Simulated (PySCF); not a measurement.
silylphosphine (H₅PSi), SMILES [SiH3]P.

Geometry: PBE0-D3(BJ)/def2-TZVP.

Computed with TDA-M06-2X/def2-SVPD run with PySCF 2.14.0.

Vertical excitations. Isolated molecule, no solvent. State labels are in the subgroup Cs.

Computed lowest excited states:
```csv
state,symmetry,energy (eV),λ (nm),f,main pairs
S1,A",6.59,188,0.013,HOMO→LUMO+2 87 %
S2,A',6.66,186,0.037,"HOMO→LUMO 58 %, HOMO→LUMO+1 37 %"
S3,A',6.97,178,0.262,"HOMO→LUMO+1 54 %, HOMO→LUMO 30 %"
S4,A",7.53,165,0.008,HOMO→LUMO+4 87 %
S5,A',7.55,164,0.036,HOMO→LUMO+3 87 %
S6,A',8.13,153,0.022,"HOMO−1→LUMO 72 %, HOMO→LUMO+5 15 %"
S7,A',8.28,150,0.172,"HOMO−1→LUMO+1 71 %, HOMO→LUMO+5 16 %"
S8,A",8.46,147,0.041,"HOMO−1→LUMO+2 66 %, HOMO−2→LUMO+1 18 %"
S9,A',8.61,144,0.100,"HOMO→LUMO+5 42 %, HOMO−1→LUMO+3 18 %, HOMO−1→LUMO+1 14 %, HOMO−1→LUMO 9 %"
S10,A",8.69,143,0.002,"HOMO−1→LUMO+4 45 %, HOMO−2→LUMO+1 32 %, HOMO−1→LUMO+2 10 %"
T1,A',5.85,212,0,"HOMO→LUMO 52 %, HOMO→LUMO+1 21 %, HOMO→LUMO+5 17 %"
T2,A",5.89,210,0,HOMO→LUMO+2 92 %
T3,A',6.41,193,0,"HOMO→LUMO+1 71 %, HOMO→LUMO 23 %"
T4,A",7.21,172,0,HOMO→LUMO+4 88 %
```
Triplets are in the Tamm–Dancoff approximation.
